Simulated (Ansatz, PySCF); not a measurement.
C₂H₈O₂Si, SMILES CO[Si@@H](C)O.

The structure is a stationary point at r2SCAN-D4/def2-SVP. The structure was generated by enumeration; whether it is a known compound was not checked. The values are those of a single conformer.

Vertical ionisation energy (IE) and electron affinity (EA) in eV. Rows of orbital energies are one-electron estimates. Where ΔSCF, EOM or ADC give a negative EA the extra electron is unbound and the value depends on the basis.

```csv
level,IE,EA
"−ε(HOMO), −ε(LUMO), CAM-B3LYP/def2-TZVP (PySCF)",9.54,-1.61
"−ε(HOMO), −ε(LUMO), PBE/def2-TZVP (PySCF)",6.52,0.07
"ΔSCF, PBE0/def2-TZVPD (Ansatz), final states of multiplicity 2 and 2",10.16,-0.94
"ΔSCF, PBE/def2-TZVPD (Ansatz), final states of multiplicity 2 and 2",9.71,-0.79
```

Task: What vertical singlet–triplet gap does ΔSCF give with PBE0/def2-TZVPD (Ansatz, a program for electronic structure) and with PBE/def2-TZVPD (Ansatz)? (The exact figures need the calculation; the answer reports its results.)

Result: 7.07 and 6.38 eV (triplet above singlet where positive).
